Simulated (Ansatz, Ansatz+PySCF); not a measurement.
| atom | x (Å) | y (Å) | z (Å) |
| --- | --- | --- | --- |
| C | 0.0000 | 0.0000 | 1.4600 |
| C | 0.0000 | 0.0000 | 0.0000 |
| B | 0.0000 | 0.0000 | -1.5700 |

Basis set: STO-3G (spherical functions). Correlated methods keep 3 orbitals frozen. Charge 0, multiplicity 4.

Computed with Ansatz (development build ahead of 0.2.0); the reference of a correlated method needn't be the lowest determinant of its kind.

The atomization energy at this shape (free ground-state atoms in the same class of orbitals less the molecule, no zero-point energy) of quartet BC2:

```csv
method,atomization energy
UHF-CCSD,204.91 kcal/mol
```

Q: What does UHF-CCSD(T) give?

A: 207.23 kcal/mol. Caution: a plain start can end on a higher determinant; large amplitudes, a single reference is doubtful; the reference determinant was not shown to be the lowest; the shape is not the minimum; the unrestricted determinant is a mixture of spin states.

This basis has no polarisation functions and is too small for such energies, which can lie far from measured ones in either direction.
